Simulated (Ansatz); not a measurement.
# Relative stability

The two ends of one reaction step of Si$_{5}$NH$_{13}$Cl$_{2}$, closed shell (PBE0-D4/def2-TZVP).

A:

Si1  (-0.566, -1.236, 2.280)
Cl2  (2.513, 1.184, 2.323)
Cl3  (-2.427, -2.060, 1.972)
H4  (1.311, 0.798, 1.949)
N5  (-0.335, 0.198, 1.341)
Si6  (-0.101, 0.209, -0.426)
Si7  (-0.136, 2.439, -1.133)
Si8  (-1.762, -0.974, -1.590)
Si9  (1.981, -0.718, -0.998)
H10  (-0.474, -0.900, 3.715)
H11  (0.437, -2.226, 1.840)
H12  (-0.900, 0.977, 1.665)
H13  (0.036, 2.467, -2.610)
H14  (0.958, 3.211, -0.487)
H15  (-1.440, 3.070, -0.786)
H16  (-1.548, -0.708, -3.040)
H17  (-3.122, -0.507, -1.208)
H18  (-1.660, -2.438, -1.353)
H19  (1.857, -1.190, -2.405)
H20  (2.304, -1.881, -0.131)
H21  (3.073, 0.284, -0.918)
(Å)

B:

```xyz
21
angstrom
Si -0.0625 -1.1172 2.3084
Cl 2.1240 -0.6622 2.4447
Cl -2.2761 -1.2845 2.0222
H 0.5226 1.1329 1.7344
N -0.2045 0.5113 1.3805
Si 0.0002 0.3032 -0.4599
Si -0.2241 2.4646 -1.3361
Si -1.6898 -1.0762 -1.3092
Si 2.1349 -0.5273 -0.9436
H -0.2066 -1.0874 3.7709
H 0.1844 -2.2795 1.4399
H -1.1276 0.8981 1.5770
H -0.0657 2.3970 -2.8110
H 0.8177 3.3582 -0.7608
H -1.5652 3.0157 -1.0010
H -1.4251 -1.0087 -2.7767
H -3.0361 -0.5161 -1.0449
H -1.5596 -2.4804 -0.8608
H 2.1417 -0.4952 -2.4360
H 2.3204 -1.9243 -0.4920
H 3.1972 0.3784 -0.4462
```

Program: Ansatz 0.2.0. Basis: def2-TZVPP. Cores are frozen in the correlated methods. B3LYP uses VWN-RPA correlation.

Q: Which structure is lower at CCSD(T), and by how much? (Judge from chemistry; the value comes from the calculation.)

A: Computed: B, by 8.7 kJ/mol (electronic energy, against the other). By their contacts, A is a complex of Si₅NH₁₂Cl ([SiH3][Si]([SiH3])([SiH3])[NH][SiH2][Cl]) + HCl and B is Si₅NH₁₃Cl₂ ([SiH3][Si]([SiH3])([SiH3])[NH2][SiH2]([Cl])[Cl]).

Q: Do the other methods give the same order? (Judge from chemistry; the calculation decides.)

A: The calculation gives: Not all: HF gives the other order.

```
      method  E(B) − E(A) (kJ/mol)
       SPW92                 -37.3
      PBE-D4                 -19.8
     BLYP-D4                  -6.6
   r2SCAN-D4                 -17.8
      B97M-V                 -14.7
     PBE0-D4                 -22.3
    B3LYP-D4                  -8.8
  r2SCAN0-D4                 -20.9
    BHLYP-D4                 -12.4
CAM-B3LYP-D4                  -8.5
     wB97X-V                 -17.9
     wB97M-V                 -24.5
      B2PLYP                  -4.7
    PBE-QIDH                 -20.8
  RPA on PBE                  -3.0
          HF                   9.3
         MP2                 -13.4
        CCSD                  -6.3
     CCSD(T)                  -8.7
```

No T1 diagnostic of these runs exceeds 0.013.

Labels in which every atom is bracketed show which atoms are joined, not bond orders.

For scale, one of the runs: CCSD(T)/def2-TZVPP, 507 basis functions, launched by `ansatz run in.yaml --threads 5 --pin off --events-out ev --progress --plain --max-ram 66560MiB --backend cuda --devices 0, --max-vram 37GiB`. Hardware: 5 CPU threads of an AMD EPYC 7R13 and a share of one NVIDIA H100, shared host. Wall time 55 s; peak host memory 1.2 GiB.
